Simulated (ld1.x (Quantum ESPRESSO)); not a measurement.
## Transferability test, TM semilocal potential for Be (Z = 4)

Be (Z = 4), norm-conserving Troullier–Martins (semilocal form), made with ld1.x (Quantum ESPRESSO) 7.5 (PBE, scalar-relativistic). Core [He], reference 2s1 2p0 (charge +1). Waves: 2s (bound): rc 2.20 bohr; 3d channel at 0.05 Ry: rc 3.35 bohr; 2p (bound, empty): rc 4.20 bohr. Local part: the p channel. Core correction: none.

Energies are relative to the spin-unpolarised reference configuration 2s1 2p0; without spin polarisation the order of configurations can differ from experiment. The frozen-core shift is the all-electron ΔE with the core orbitals held at their reference shape minus the fully relaxed ΔE.

```tsv
valence configuration	charge	ΔE all-electron (eV)	error AE − PS (meV)	frozen-core shift (meV)
2s1.5 2p0	+0.5	-5.790	+4.4	+0.5
2s1 2p1	0	-5.938	+76	+0.3
2s0 2p2	0	-2.299	+133	+0.3
```

(1) What are ΔE and the potential's error for 2s2 2p0?

(2) What are ΔE and the potential's error for 2s0 2p1?

Results:

(1) ΔE = -9.551 eV all-electron; the error (AE − PS) is +11 meV.

(2) ΔE = 3.909 eV all-electron; the error (AE − PS) is -1.7 meV.
